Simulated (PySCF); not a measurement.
Si(H)(Me)(NH2)2 (CH₈N₂Si), SMILES C[SiH](N)N. Geometry optimised at PBE-D3(BJ)/def2-SVP. One conformer was computed; it need not be the lowest.

Computed with PBE-D3(BJ)/def2-SVP in PySCF.

Harmonic wavenumbers (cm⁻¹): 125, 135, 219, 256, 271, 330, 391, 455, 588, 658, 702, 755, 780, 838, 860, 903, 906, 1217, 1386, 1386, 1497, 1499, 2169, 2975, 3067, 3093, 3469, 3469, 3563, 3563. Rotational constants (GHz): 5.961, 5.446, 3.324; symmetry number 1.

Problem. Work out the zero-point energy and the ideal-gas rigid-rotor harmonic-oscillator thermochemistry at 298.15 K and 1 atm.

Solution. ZPE = ½ Σ hcν = ½ × 41523 cm⁻¹ = 59.36 kcal/mol. H − E(el) = 64.65 kcal/mol. Entropy in cal/(mol K): translation 38.91, rotation 25.50, vibration 16.51, total 80.92. G − E(el) = 40.52 kcal/mol. Cp = 28.46 cal/(mol K). Modes under 150 cm⁻¹ make the vibrational entropy uncertain.
